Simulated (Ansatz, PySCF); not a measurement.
System: ICl (charge +1, doublet). 
Structure (B3LYP-D3(BJ)/def2-TZVP (Ansatz, a quantum-chemistry and plane-wave program) minimum search):
```
Cl
I 1 2.2538
```
Charge +1, spin multiplicity 2.

Total electronic energies in hartree. Cores are frozen in the correlated levels unless marked. Open shells are spin-unrestricted. No spin-orbit coupling. The frozen core is the preceding noble-gas configuration, with the filled d and f shells of earlier blocks. In def2 rows, elements after Kr have scalar-relativistic effective core potentials. Basis-set limits of correlation are two-point, X^-3; Hartree-Fock from the larger set. The bracket is a focal-point correction in the basis named.

```csv
level,program,energy (Eh)
RI-HF/def2-QZVPP,Ansatz,-755.83140
BP86-D4/def2-TZVPD,PySCF + dftd4,___
B97M-V/def2-TZVPD,Ansatz,-757.41444
PBE0-D3(BJ)/def2-TZVPD,Ansatz + dftd3,-757.40841
TPSSh-D4/def2-TZVPD,PySCF + dftd4,___
CAM-B3LYP-D3(BJ)/def2-TZVPD,Ansatz + dftd3,-757.55939
PBE-QIDH/def2-TZVPD,Ansatz,-757.03424
MP2/def2-TZVPP,Ansatz,-756.11820
CCSD/def2-SVP,Ansatz,-755.87704
CCSD/def2-QZVPPD,Ansatz,-756.19949
CCSDT/def2-SVP,Ansatz,-755.88516
"RI-MP2/CBS(def2-TZVPPD,def2-QZVPPD)+[CCSD(T)-MP2]/def2-TZVPPD",Ansatz,-756.2428
"RI-MP2/CBS(def2-TZVPP,def2-QZVPP)+[CCSD(T)-MP2]/def2-QZVPP",Ansatz,-756.2437
"CCSD(T)/CBS(def2-TZVPP,def2-QZVPP)",Ansatz,-756.2441
"CCSD(T)/CBS(def2-TZVPPD,def2-QZVPPD)",Ansatz,-756.2432
```

Problem. Some entries are withheld; supply them.

Solution. 
- BP86-D4/def2-TZVPD, energy (Eh): -757.73178
- TPSSh-D4/def2-TZVPD, energy (Eh): -757.47429
